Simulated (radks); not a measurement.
Valence configurations of Sc I (all share [Ar]). Calculated with a radial shooting solver on a logarithmic mesh with Libxc functionals: non-relativistic Kohn-Sham, PBE, spin-unpolarised, spherical densities, point nucleus. Energies are relative to 3d1 4s2; eigenvalues in eV.

valence          E (eV)   e(3d)   e(4p)   e(4s)
3d1 4s2           0.000  -3.369       -  -4.152
3d1.5 4s1.5       0.607  -2.165       -  -3.756
3d1 4s1.5 4p0.5   1.351  -3.943  -1.772  -4.505
3d2 4s1           1.541  -1.403       -  -3.499
3d1 4s1 4p1       2.732  -4.488  -2.036  -4.827
4s2 4p1           3.625       -  -2.533  -5.813
3d3               3.896  -0.873       -       -
3d1 4p2           5.575  -5.515  -2.504       -

NIST lists [Ar] 3d1 4s2 as the ground configuration; this level of theory agrees among the configurations tried. The energies are those of spherical spin-averaged densities, not of single terms.
